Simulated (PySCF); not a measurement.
Compound: C5H7NSi.
InChI=1S/C5H7NSi/c7-5-1-3-6-4-2-5/h1-4H,7H3

Computed, not measured: TDDFT PBE0/def2-SVPD, vertical, gas phase, core orbitals frozen in the response (PySCF). Isolated species at its PBE0-D3(BJ)/def2-SVP geometry, gas phase.

Computed states:

| state | E (eV) | f |
| --- | --- | --- |
| S1 | 4.52 | 0.0045 |
| S2 | 5.03 | 0.0001 |
| S3 | 5.39 | 0.043 |
| S4 | 6.19 | 0.018 |
| S5 | 6.86 | 0.209 |
| S6 | 6.98 | 0.431 |
| S7 | 7.06 | 0.0045 |
| S8 | 7.08 | 0.118 |
| S9 | 7.08 | 0.173 |

Each state is given a Gaussian of 0.25 eV full width at half maximum, with ε(max) = 2.175×10⁸ f / Δν̃ (Δν̃ the width in cm⁻¹). The width is an assumption, not a result. The curve ends short of the highest state used, and states not computed would add to its high-energy end.

(1) Give the broadened spectrum and its maxima.

(2) On this curve, what absorbance would a 10⁻³ mol/L sample give at 222 nm over a 1 cm path?

(3) Coming from long wavelengths, where does ε first pass 100 L mol⁻¹ cm⁻¹?

Answers

(1) 
| λ (nm) | ε (L mol⁻¹ cm⁻¹) |
| --- | --- |
| 191.2 | 87 |
| 193.7 | 285 |
| 196.2 | 941 |
| 198.7 | 1721 |
| 201.2 | 1808 |
| 203.7 | 1134 |
| 206.2 | 441 |
| 208.7 | 110 |
| 211.3 | 17 |
| 213.8 | 4 |
| 216.3 | 24 |
| 218.8 | 146 |
| 221.3 | 595 |
| 223.8 | 1653 |
| 226.3 | 3211 |
| 228.8 | 4457 |
| 231.3 | 4515 |
| 233.8 | 3406 |
| 236.3 | 1949 |
| 238.8 | 863 |
| 241.3 | 302 |
| 243.8 | 87 |
| 246.4 | 23 |
| 248.9 | 8 |
| 251.4 | 4 |
| 253.9 | 4 |
| 256.4 | 7 |
| 258.9 | 21 |
| 261.4 | 56 |
| 263.9 | 123 |
| 266.4 | 225 |
| 268.9 | 344 |
| 271.4 | 444 |
| 273.9 | 489 |
| 276.4 | 463 |
| 279.0 | 375 |
| 281.5 | 267 |
| 284.0 | 167 |
| 286.5 | 92 |
| 289.0 | 46 |
| 291.5 | 20 |
| 294.0 | 8 |
| 296.5 | 3 |
| 299.0 | 1 |

Maxima: 274 nm (4.52 eV), ε about 490, made up of S1 (100%); 230 nm (5.39 eV), ε about 4700, made up of S3 (100%); 200 nm (6.19 eV), ε about 1900, made up of S4 (100%) (ε in L mol⁻¹ cm⁻¹; maxima over ε = 5, shares over 10%). At its high-energy end, 6.48 eV, the curve is still rising (ε about 87, from S4 and S5).

(2) 222 nm is 5.585 eV, where ε is about 820 L mol⁻¹ cm⁻¹, so A = ε c l ≈ 0.82 (Beer–Lambert, with the gas-phase spectrum and the assumed width).

(3) At about 286 nm (4.33 eV), 0.19 eV below S1.

All these states lie below the vertical ionisation energy of 9.38 eV (ΔSCF).

The run took 2.3 min wall on Arm Neoverse V2, one thread, on a shared host.
